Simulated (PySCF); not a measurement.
Species: C₆H₉P.
Numbering: `[CH2:1]=[CH:2][C@@H:3]1[PH:4][C@H:5]1[CH:6]=[CH2:7]`

A calculation gives these core lines: C 1s: 289.86 (area 2), 290.61 (area 2), 290.78 (area 2) eV; P 1s: 2149.48 eV; P 2p3/2: 135.96 eV.

Computed with delta-SCF UKS SCAN, pcX-2 on the ionised atom, pcseg-1 elsewhere, spin-free X2C in PySCF. Isolated species at its PBE0-D3(BJ)/def2-SVP geometry (one conformer only).

Task: Assign the C 1s lines to atoms.

Result: 289.86 eV: C1/C7 (terminal =CH2 carbon); 290.61 eV: C2/C6 (alkene CH carbon); 290.78 eV: C3/C5 (sp3 carbon bound to phosphorus). Lowest listed C 1s: C1/C7, bonded to C (double bond) and 2 H. Highest, 0.92 eV above it: C3/C5, bonded to 2 C, H and P. The widest gap between neighbouring values is 0.75 eV, between 289.86 and 290.61 eV. Summing the Pauling electronegativity differences to the bonded atoms, each weighted by its formal bond order, gives -0.70 for the lowest site and -0.71 for the highest; the largest sum, -0.35, belongs to C2/C6, 0.17 eV below the top. The smallest sum, -0.71, belongs to C3/C5, 0.92 eV above the lowest.

Bonded neighbours of each site: C1/C7: C (double bond) and 2 H; C2/C6: C (double bond), C and H; C3/C5: 2 C, H and P; P4: 2 C and H.

Task: What is the longest wavelength that can ionise C 1s of C2/C6 vertically?

Result: λ = hc/E = 12398.42 eV Å / 290.61 eV = 42.663 Å.

Topologically equivalent atoms share the value of their first member; where this conformer doesn't relate them by symmetry, their own values could differ. For 2p shells one spin-free hole was relaxed; a mean-field spin–orbit operator and the ground-state splitting of the three 2p orbitals were then diagonalised within the shell. The shell's mean is (2 × 2p3/2 + 2p1/2)/3, and the degeneracies 2j + 1 give areas of 2:1. 2p1/2 minus 2p3/2 (ligand field included): P 0.89 eV.

Conformer computed: `[CH2:1]=[CH:2][C@@H:3]1[PH:4][C@H:5]1[CH:6]=[CH2:7]`: C1–C2–C3–P4 -134°, P4–C5–C6–C7 -131°.
